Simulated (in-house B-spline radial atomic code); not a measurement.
Computed with a B-spline radial atomic code. Model: two electrons, singlet ground state, non-relativistic, full CI in B-splines with partial waves to l = 8 (at full coupling up to 3e-4 hartree above the limit, correlation up to 0.6 % small), density held at that of full coupling by Lieb maximisation.

Along the adiabatic connection the electron repulsion is scaled by a coupling λ while a local potential keeps the density fixed. At λ = 0 the system is the Kohn-Sham one and W equals the exchange energy; the exchange-correlation energy is the area under W between 0 and 1. The kinetic energy rises with λ as the electrons avoid each other, with dT/dλ = −λ dW/dλ.

Command:
```bash
python run_ac.py task.json out
```
Settings (lengths in bohr, energies in hartree):
```
potential              coulomb
strength               0.75
lmax                   8
wall_radius            2.8
```

Time taken, with all properties: 3.6 s on 1 thread of Intel(R) Xeon(R) Processor @ 2.30GHz (shared host).

**W = mean repulsion less Hartree energy, and W of three functionals.**

Given: confinement point charge; nuclear charge 0.75; hard wall radius 2.8 bohr; external potential -Z/r.

Computed: LDA exchange minus exact 99.825 millihartree; SCAN exchange minus exact 0.23739 millihartree.

```json
{"coupling": "0", "W xc (hartree)": "-0.69854", "W xc minus exchange (millihartree)": "0", "kinetic minus Kohn-Sham (millihartree)": "0", "LDA (PW92) W minus its exchange (millihartree)": "0", "PBE W minus its exchange (millihartree)": "0", "SCAN W minus its exchange (millihartree)": "0"}
{"coupling": "0.02", "W xc (hartree)": "-0.70052", "W xc minus exchange (millihartree)": "-1.978", "kinetic minus Kohn-Sham (millihartree)": "0.02", "LDA (PW92) W minus its exchange (millihartree)": "-11.15", "PBE W minus its exchange (millihartree)": "-2.89", "SCAN W minus its exchange (millihartree)": "-1.91"}
{"coupling": "0.05", "W xc (hartree)": "-0.70344", "W xc minus exchange (millihartree)": "-4.893", "kinetic minus Kohn-Sham (millihartree)": "0.12", "LDA (PW92) W minus its exchange (millihartree)": "-22.5", "PBE W minus its exchange (millihartree)": "-7.15", "SCAN W minus its exchange (millihartree)": "-4.7"}
{"coupling": "0.12", "W xc (hartree)": "-0.71", "W xc minus exchange (millihartree)": "-11.462", "kinetic minus Kohn-Sham (millihartree)": "0.68", "LDA (PW92) W minus its exchange (millihartree)": "-42.31", "PBE W minus its exchange (millihartree)": "-16.6", "SCAN W minus its exchange (millihartree)": "-10.9"}
{"coupling": "0.25", "W xc (hartree)": "-0.72139", "W xc minus exchange (millihartree)": "-22.85", "kinetic minus Kohn-Sham (millihartree)": "2.77", "LDA (PW92) W minus its exchange (millihartree)": "-69.24", "PBE W minus its exchange (millihartree)": "-32.46", "SCAN W minus its exchange (millihartree)": "-21.58"}
{"coupling": "0.4", "W xc (hartree)": "-0.73335", "W xc minus exchange (millihartree)": "-34.806", "kinetic minus Kohn-Sham (millihartree)": "6.65", "LDA (PW92) W minus its exchange (millihartree)": "-92.93", "PBE W minus its exchange (millihartree)": "-48.48", "SCAN W minus its exchange (millihartree)": "-32.8"}
{"coupling": "0.6", "W xc (hartree)": "-0.74758", "W xc minus exchange (millihartree)": "-49.033", "kinetic minus Kohn-Sham (millihartree)": "13.73", "LDA (PW92) W minus its exchange (millihartree)": "-117.93", "PBE W minus its exchange (millihartree)": "-66.95", "SCAN W minus its exchange (millihartree)": "-46.27"}
{"coupling": "0.8", "W xc (hartree)": "-0.76013", "W xc minus exchange (millihartree)": "-61.587", "kinetic minus Kohn-Sham (millihartree)": "22.49", "LDA (PW92) W minus its exchange (millihartree)": "-138.28", "PBE W minus its exchange (millihartree)": "-82.9", "SCAN W minus its exchange (millihartree)": "-58.31"}
{"coupling": "1", "W xc (hartree)": "?", "W xc minus exchange (millihartree)": "?", "kinetic minus Kohn-Sham (millihartree)": "?", "LDA (PW92) W minus its exchange (millihartree)": "?", "PBE W minus its exchange (millihartree)": "?", "SCAN W minus its exchange (millihartree)": "?"}
{"coupling": "1.4", "W xc (hartree)": "-0.79014", "W xc minus exchange (millihartree)": "-91.6", "kinetic minus Kohn-Sham (millihartree)": "55.01", "LDA (PW92) W minus its exchange (millihartree)": "-183.49", "PBE W minus its exchange (millihartree)": "-120.49", "SCAN W minus its exchange (millihartree)": "-88.05"}
{"coupling": "2", "W xc (hartree)": "-0.81214", "W xc minus exchange (millihartree)": "-113.6", "kinetic minus Kohn-Sham (millihartree)": "92.09", "LDA (PW92) W minus its exchange (millihartree)": "-215.27", "PBE W minus its exchange (millihartree)": "-148.22", "SCAN W minus its exchange (millihartree)": "-110.9"}
{"coupling": "3", "W xc (hartree)": "?", "W xc minus exchange (millihartree)": "?", "kinetic minus Kohn-Sham (millihartree)": "?", "LDA (PW92) W minus its exchange (millihartree)": "?", "PBE W minus its exchange (millihartree)": "?", "SCAN W minus its exchange (millihartree)": "?"}
{"coupling": "4.5", "W xc (hartree)": "-0.86334", "W xc minus exchange (millihartree)": "-164.8", "kinetic minus Kohn-Sham (millihartree)": "249.27", "LDA (PW92) W minus its exchange (millihartree)": "-290.17", "PBE W minus its exchange (millihartree)": "-216.31", "SCAN W minus its exchange (millihartree)": "-167.7"}
{"coupling": "7", "W xc (hartree)": "-0.88834", "W xc minus exchange (millihartree)": "-189.8", "kinetic minus Kohn-Sham (millihartree)": "390.07", "LDA (PW92) W minus its exchange (millihartree)": "-329.23", "PBE W minus its exchange (millihartree)": "-252.81", "SCAN W minus its exchange (millihartree)": "-196.3"}
{"coupling": "10", "W xc (hartree)": "-0.90608", "W xc minus exchange (millihartree)": "-207.54", "kinetic minus Kohn-Sham (millihartree)": "538.75", "LDA (PW92) W minus its exchange (millihartree)": "-358.63", "PBE W minus its exchange (millihartree)": "-280.58", "SCAN W minus its exchange (millihartree)": "-215.86"}
```

Task: What belongs in the row 1?

Result: W xc (hartree): -0.77127; W xc minus exchange (millihartree): -72.729; kinetic minus Kohn-Sham (millihartree): 32.5; LDA (PW92) W minus its exchange (millihartree): -155.48; PBE W minus its exchange (millihartree): -96.89; SCAN W minus its exchange (millihartree): -69.18.

Task: What belongs in the row 3?

Result: W xc (hartree): -0.83812; W xc minus exchange (millihartree): -139.58; kinetic minus Kohn-Sham (millihartree): 156.17; LDA (PW92) W minus its exchange (millihartree): -252.76; PBE W minus its exchange (millihartree): -181.92; SCAN W minus its exchange (millihartree): -139.15.

Task: What is the PBE exchange minus exact?

Result: 30.831 millihartree.

**Energy parts, natural occupations and partial-wave weights.**

Computed: total energy 0.4788 hartree; exchange energy -0.69854 hartree; correlation energy -0.040233 hartree; initial slope twice GL2 -0.099596 hartree; kinetic part over minus potential part 0.44681; Hartree energy 1.3971 hartree; Kohn-Sham kinetic 1.3407 hartree.

```tsv
natural	occupation of the shell (electrons)
s	1.9693
p	0.027257
s	?
d	0.00087135
p	0.00020253
f	0.00010458
```

Task: What belongs in the row s?

Result: occupation of the shell (electrons): 0.0021901.

```csv
wave,weight
s,0.98573
p,0.013735
d,0.00045521
f,?
g,1.2786e-05
```

Task: What belongs in the row f?

Result: weight: 5.7131e-05.

Task: What is the kinetic part of the DFT correlation energy?

Result: 0.032496 hartree.

Task: What is the Lieb Oxford ratio E_xc over LDA exchange?

Result: 1.2339.

Half-way to full coupling W has made 58 % of its drop, against 50 % for a straight line, and second-order (GL2) theory, half the initial slope, overshoots the correlation energy by about 24 %: a moderate bend, as in light atoms. Over couplings 0 to 1 the errors in E_xc come to about +42 millihartree for LDA, +16 millihartree for PBE, +2.4 millihartree for SCAN, so SCAN is nearest. In LDA and PBE the errors of exchange and correlation have opposite signs, so the sum is smaller than the larger of the two.
